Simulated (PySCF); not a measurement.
Working out the ionisation energy of Pd

Pd [Kr] 4d10 (1S) → Pd⁺ [Kr] 4d9 (2D). Calculation: PySCF 2.14, in ANO-RCC-VTZP (7s6p4d2f1g, 68 functions); scalar relativity by spin-free X2C-1e. Frozen: [Ar] 3d10. Energies in hartree (1 hartree = 27.21139 eV):

```csv
part,Pd (lower),Pd⁺ (upper)
UHF,-5042.584669,-5042.353554
MP2 opposite-spin,-0.443506,-0.383116
MP2 same-spin,-0.224993,-0.187482
```

Task: What does Hartree-Fock give?

Result: (-5042.353554) − (-5042.584669) = 0.231115 hartree = 6.289 eV.

Task: What do MP2 and SCS-MP2 (6/5 opposite-spin, 1/3 same-spin) give?

Result: The opposite-spin parts differ by 1.643 eV and the same-spin parts by 1.021 eV. MP2: 6.289 + (1.643) + (1.021) = 8.953 eV. SCS-MP2: 6.289 + 1.2 × (1.643) + (1.021)/3 = 8.601 eV.

Measured between the centres of the two terms (NIST): 8.512 eV, so MP2 (valence and next inner shell) is off by 0.441 eV.

What remains against the reference includes basis incompleteness, the frozen core and correlation beyond second order.
